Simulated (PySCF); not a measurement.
H$_{4}$PSi (SMILES [SiH2]P), doublet, geometry from GFN2-xTB; CASSCF(3,3)/cc-pVDZ (PySCF).

PySCF was given this input:
```python
from pyscf import gto, scf, mcscf
import numpy

mol = gto.Mole()
mol.atom = '''
    Si   -1.054967   -0.385113    0.011308
    P     1.019849    0.404677   -0.011056
    H    -1.752619    0.087713    1.211388
    H    -1.774903    0.078565   -1.179141
    H     1.508996   -0.418589    0.988501
    H     1.490336   -0.426249   -1.013227
'''
mol.basis = 'cc-pvdz'
mol.charge = 0
mol.spin = 1
mol.verbose = 4
mol.build()

mf = scf.ROHF(mol)
mf.kernel()
mc = mcscf.CASSCF(mf, 3, 3)
mc.fix_spin_(ss=0.75)
mc = mc.newton()
mc.kernel()
occ = numpy.linalg.eigvalsh(mc.fcisolver.make_rdm1(mc.ci, mc.ncas, mc.nelecas))[::-1]
ss = mc.fcisolver.spin_square(mc.ci, mc.ncas, mc.nelecas)[0]
print('natural occupations', occ.round(4), ' <S^2>', round(ss, 4))
```

Task: Predict the main parts of the log of this PySCF run.

Result: 
```
PySCF version 2.14.0

[INPUT] verbose = 4
[INPUT] num. atoms = 6
[INPUT] num. electrons = 33
[INPUT] charge = 0
[INPUT] spin (= nelec alpha-beta = 2S) = 1
[INPUT] symmetry False subgroup None
[INPUT] Mole.unit = angstrom
[INPUT] Symbol           X                Y                Z      unit          X                Y                Z       unit  Magmom
[INPUT]  1 Si    -1.054967000000  -0.385113000000   0.011308000000 AA   -1.993598700454  -0.727758097010   0.021369023017 Bohr   0.0
[INPUT]  2 P      1.019849000000   0.404677000000  -0.011056000000 AA    1.927235298412   0.764728698911  -0.020892812033 Bohr   0.0
[INPUT]  3 H     -1.752619000000   0.087713000000   1.211388000000 AA   -3.311969910709   0.165753547564   2.289191550585 Bohr   0.0
[INPUT]  4 H     -1.774903000000   0.078565000000  -1.179141000000 AA   -3.354080567669   0.148466332976  -2.228253552246 Bohr   0.0
[INPUT]  5 H      1.508996000000  -0.418589000000   0.988501000000 AA    2.851589163064  -0.791018568756   1.867996163859 Bohr   0.0
[INPUT]  6 H      1.490336000000  -0.426249000000  -1.013227000000 AA    2.816326873580  -0.805493870870  -1.914721532015 Bohr   0.0

nuclear repulsion = 83.3091378031363
number of shells = 22
number of NR pGTOs = 110
number of NR cGTOs = 56
basis = cc-pvdz
ecp = {}

******** <class 'pyscf.scf.rohf.ROHF'> ********
method = ROHF
initial guess = minao
damping factor = 0
level_shift factor = 0
DIIS = <class 'pyscf.scf.diis.CDIIS'>
diis_start_cycle = 1
diis_space = 8
diis_damp = 0
SCF conv_tol = 1e-09
SCF conv_tol_grad = None
SCF max_cycles = 50
direct_scf = True
direct_scf_tol = 1e-13
num. doubly occ = 16  num. singly occ = 1
Set gradient conv threshold to 3.16228e-05
init E= -631.787963904779
  HOMO = -0.110013586163236  LUMO = 0.102213557324852  gap/eV = 5.77499
cycle= 1 E= -631.920468917527  delta_E= -0.133  |g|= 0.202  |ddm|= 1.33
  HOMO = -0.149730332980575  LUMO = 0.133695992832998  gap/eV = 7.71242
cycle= 2 E= -631.948864695451  delta_E= -0.0284  |g|= 0.059  |ddm|= 0.251
  HOMO = -0.125638260171527  LUMO = 0.151366670746104  gap/eV = 7.53769
cycle= 3 E= -631.952886131436  delta_E= -0.00402  |g|= 0.0229  |ddm|= 0.0941
  HOMO = -0.132775412210485  LUMO = 0.149289970161112  gap/eV = 7.67539
cycle= 4 E= -631.953510553252  delta_E= -0.000624  |g|= 0.00605  |ddm|= 0.0444
  HOMO = -0.131258816546013  LUMO = 0.149318881235652  gap/eV = 7.63491
cycle= 5 E= -631.953564931121  delta_E= -5.44e-05  |g|= 0.00199  |ddm|= 0.0132
  HOMO = -0.13183383798715  LUMO = 0.149289881409198  gap/eV = 7.64977
cycle= 6 E= -631.953569231998  delta_E= -4.3e-06  |g|= 0.000445  |ddm|= 0.00446
  HOMO = -0.131831223243343  LUMO = 0.149274818755951  gap/eV = 7.64929
cycle= 7 E= -631.953569462693  delta_E= -2.31e-07  |g|= 0.00015  |ddm|= 0.00102
  HOMO = -0.131850498510764  LUMO = 0.149274253643532  gap/eV = 7.64979
cycle= 8 E= -631.953569490861  delta_E= -2.82e-08  |g|= 4.41e-05  |ddm|= 0.000352
  HOMO = -0.131857140923251  LUMO = 0.149272244633002  gap/eV = 7.64992
cycle= 9 E= -631.953569494142  delta_E= -3.28e-09  |g|= 1.2e-05  |ddm|= 0.000133
  HOMO = -0.131859116310053  LUMO = 0.149272519018316  gap/eV = 7.64998
cycle= 10 E= -631.953569494365  delta_E= -2.23e-10  |g|= 2.67e-06  |ddm|= 3.93e-05
  HOMO = -0.131859407278099  LUMO = 0.149272429374565  gap/eV = 7.64999
Extra cycle  E= -631.953569494372  delta_E= -7.73e-12  |g|= 1.07e-06  |ddm|= 4.42e-06
converged SCF energy = -631.953569494372

******** <class 'pyscf.mcscf.newton_casscf.CASSCF'> ********
CAS (2e+1e, 3o), ncore = 15, nvir = 38
max_cycle_macro = 50
max_cycle_micro = 10
conv_tol = 1e-07
conv_tol_grad = None
orbital rotation max_stepsize = 0.03
augmented hessian ah_max_cycle = 30
augmented hessian ah_conv_tol = 1e-12
augmented hessian ah_linear dependence = 1e-14
augmented hessian ah_level shift = 1e-08
augmented hessian ah_start_tol = 500
augmented hessian ah_start_cycle = 3
augmented hessian ah_grad_trust_region = 3
kf_trust_region = 3
kf_interval = 5
natorb = False
canonicalization = True
internal_rotation = False
******** <class 'pyscf.fci.addons.SpinPenaltyFCISolver'> ********
max. cycles = 50
conv_tol = 1e-08
davidson only = True
linear dependence = 1e-12
level shift = 0.001
max iter space = 12
nroots = 1
pspace_size = 400
spin = None

WARN: SO-CASSCF (Second order CASSCF) is an experimental feature. Its performance is bad for large systems.

CASCI E = -631.954088404022  dE = -631.95409  S^2 = 0.7500000
Set conv_tol_grad to 0.000316228
macro 1 (20 JK  15 micro), CASSCF E = -631.95997368474  dE = -0.005885  |grad|=0.0736  S^2 = 0.7500000
macro 2 (23 JK  18 micro), CASSCF E = -631.96312113458  dE = -0.003147  |grad|=0.0167  S^2 = 0.7500000
macro 3 (11 JK  7 micro), CASSCF E = -631.964209976608  dE = -0.001089  |grad|=0.00706  S^2 = 0.7500000
macro 4 (23 JK  14 micro), CASSCF E = -631.96433887132  dE = -0.0001289  |grad|=0.000173  S^2 = 0.7500000
macro 5 (12 JK  6 micro), CASSCF E = -631.964341344088  dE = -2.473e-06  |grad|=3.01e-05  S^2 = 0.7500000
macro 6 (6 JK  3 micro), CASSCF E = -631.964341365927  dE = -2.184e-08  |grad|=8.96e-05  S^2 = 0.7500000
newton CASSCF converged in 6 macro (20 KF 75 Hx) steps
CASSCF canonicalization
Density matrix diagonal elements [1.97515821 1.00213994 0.02270185]
CASSCF energy = -631.964341365927
CASCI E = -631.964341365927  E(CI) = -2.00860919697845  S^2 = 0.7500000
natural occupations [1.9761 1.0013 0.0227]  <S^2> 0.75
```
